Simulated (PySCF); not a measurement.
## Excitation energy of C⁺ by level of theory

C⁺ [He] 2s2 2p1 (2P) → C⁺ [He] 2s1 2p1 3d1 (high-spin determinant), as a difference of total energies. All numbers are calculated (PySCF 2.14, scalar relativity by spin-free X2C-1e, in aug-cc-pCVTZ-DK with one added diffuse shell each of s, p, d, f type (8s7p5d3f, 75 functions)). Correlated levels: valence and next inner shell: nothing frozen. The calculations carry no spin-orbit coupling.

| method | excitation energy (eV) |
| --- | --- |
| UHF | 22.484 |
| MP2 (valence and next inner shell) | 23.757 |
| SCS-MP2 (valence and next inner shell) | 24.076 |
| CCSD (valence and next inner shell) | 24.250 |
| CCSD(T) (valence and next inner shell) | 24.285 |

Problem. How much does correlation contribute at CCSD(T) (valence and next inner shell)?

Solution. 24.285 − (22.484) = 1.801 eV, measured against UHF.

The promoted electron is Rydberg-like, and one or two diffuse shells describe it only roughly, which tends to raise the upper state.

The determinant of the upper state mixes LS terms, which raises its energy above the lowest term, most at the Hartree-Fock and MP2 levels.
